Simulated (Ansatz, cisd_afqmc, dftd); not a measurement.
System: C$_{2}$H$_{3}$B, charge 0, singlet. C2H3B (SMILES C#CB).
B3LYP-D3(BJ)/def2-TZVP minimum from Ansatz (a first-principles code):
```xyz
6

B     -1.1930    -0.0411    -0.7163
C      0.0924     0.0032     0.0555
C      1.1290     0.0389     0.6778
H      2.0405     0.0703     1.2251
H     -1.9423     0.8818    -0.6750
H     -1.4612    -0.9990    -1.3685
```

Quantity: atomisation energy (electronic, to ground-state atoms), in kJ/mol. Radicals and triplets start from unrestricted determinants; spin-orbit coupling is neglected. Correlated methods leave the cores frozen. Rows without X2C or -DK are non-relativistic. The Monte Carlo rows (phaseless AFQMC, CISD trial, step 0.005/hartree) carry one-sigma bars that omit the constraint's bias. Outlying blocks are dropped, and bars are widened where a walk drifts. Over all cases where full CI ran beside it in this data, AFQMC minus full CI had a median of +0.1 mEh and passed +0.4 mEh in a tenth of the cases. CBS(X,Y): correlation extrapolated as X^-3, Hartree-Fock from the larger set (Q,5: extrapolated as (X+1)exp(-9√X)). A bracket is a step between two methods taken in the basis named. Functionals run without relativity, which enters their misses. Double hybrids freeze cores in their MP2 part. '+ core + X2C': CCSD(T) terms for core correlation (cc-pwCVTZ) and scalar relativity (cc-pVTZ-DK). For partners of very few electrons the exact lower level stands in for a higher one.

| level | program | atomisation energy (kJ/mol) | difference against the last row |
|---|---|---|---|
| CAM-B3LYP-D3(BJ)/def2-TZVPD | Ansatz + dftd3 | 2468.6 | 15.0 |
| B2PLYP-D4/def2-TZVPD | Ansatz + dftd4 | 2452.6 | -1.0 |
| MP2/cc-pVTZ | Ansatz | 2446.2 | -7.4 |
| MP2/cc-pV5Z | Ansatz | 2493.9 | 40.3 |
| CCSDT(Q)/cc-pVTZ | Ansatz | 2386.5 | -67.1 |
| AFQMC/CISD/cc-pVDZ | cisd_afqmc | 2259.9 ± 1.2 | -193.7 |
| CCSD(T)/CBS(cc-pVQZ,cc-pV5Z) + [CCSDT(Q) - CCSD(T)]/cc-pVDZ + core + X2C | Ansatz | 2454.9 | 1.3 |
| CCSD(T)/CBS(cc-pVQZ,cc-pV5Z) + [CCSDT(Q) - CCSD(T)]/cc-pVTZ + core + X2C | Ansatz | 2453.6 | 0.0 |
